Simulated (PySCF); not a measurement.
Si(H)2(Me)2 (C2H8Si), SMILES C[SiH2]C. The structure is a stationary point at r2SCAN-D4/def2-SVP. The isomer is the one that the SMILES or the coordinates give; other isomers of the formula were not compared.

Computed with r2SCAN-D4/def2-SVP (PySCF).

Harmonic wavenumbers (cm⁻¹): 163, 181, 204, 457, 572, 627, 655, 725, 850, 872, 888, 917, 954, 1253, 1259, 1427, 1428, 1436, 1440, 2197, 2200, 3034, 3034, 3137, 3138, 3142, 3143. Rotational constants (GHz): 16.56, 5.847, 4.828; symmetry number 2.

Q: Work out the zero-point energy and the ideal-gas rigid-rotor harmonic-oscillator thermochemistry at 298.15 K and 1 atm.

A: ZPE = ½ Σ hcν = ½ × 39333 cm⁻¹ = 56.23 kcal/mol. H − E(el) = 60.42 kcal/mol. Entropy in cal/(mol K): translation 38.20, rotation 22.67, vibration 10.09, total 70.96. G − E(el) = 39.27 kcal/mol. Cp = 21.92 cal/(mol K).
